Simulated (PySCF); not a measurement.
Correlation energy of Cl⁺ (chlorine, charge +1)

[Ne] 3s2 3p4, high-spin 3P determinant. Computed with PySCF 2.14 in ANO-RCC-VTZP (5s4p2d1f, 34 functions), with the spin-free X2C one-electron Hamiltonian (Gaussian nucleus). Frozen: 1s2; 14 electrons correlated.

```csv
level,correlation energy (mhartree)
CCSD,-166.68
(T),-4.69
CCSD(T),-171.37
```

Diagnostics: T1 = 0.0057, D1 = 0.0282, largest double amplitude 0.051.

Task: Is a single reference adequate?

Result: Yes: T1 lies below 0.03 and no double amplitude reaches 0.07.
